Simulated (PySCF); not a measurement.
**Working out the ionisation energy of C²⁺**

C²⁺ [He] 2s2 (1S) → C³⁺ [He] 2s1 (2S). Computed with PySCF 2.14 in def2-QZVPPD (8s4p4d2f1g, 63 functions), with no relativity, point nucleus. Frozen: nothing. Energies in hartree (1 hartree = 27.21139 eV):

```
            part  C²⁺ (lower)  C³⁺ (upper)
             UHF   -36.408373   -34.726052
CCSD correlation    -0.092800    -0.018960
             (T)    -0.000449    -0.000011
```

Q: What does Hartree-Fock give?

A: (-34.726052) − (-36.408373) = 1.682321 hartree = 45.778 eV.

Q: What do CCSD and CCSD(T) give?

A: The CCSD correlation energies differ by 0.073840 hartree = 2.009 eV and the triples by 0.000438 hartree = 0.012 eV, so CCSD gives 47.787 eV and CCSD(T) 47.799 eV.

Measured between the centres of the two terms (NIST): 47.888 eV, so CCSD(T) (valence and next inner shell) is off by -0.089 eV.

The coupled-cluster amplitudes are large, so a single reference is strained.

What remains against the reference includes basis incompleteness and higher excitations.
